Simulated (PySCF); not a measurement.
Bond stretch in BO, doublet.

Level of theory: CCSD(T) on UHF/cc-pVTZ, 2 core orbitals frozen run with PySCF 2.14.0.

### Question
Relative to R = 1.22 Å, what are the energies at R = 0.91, 1.09, 1.33, 1.40 Å?

### Answer
290.9 mEh at 0.91 Å, 31.0 mEh at 1.09 Å, 16.6 mEh at 1.33 Å, 37.2 mEh at 1.40 Å.

The scan ran from 0.91 to 4.82 Å; beyond the distances shown one of the unrestricted levels run for this scan, shown here or not, changes its spin distribution in one step. The unrestricted determinant behind UCCSD(T) is spin-contaminated at 1.33 to 1.40 Å (<S²> up to 0.9, against 0.75 for a pure doublet).
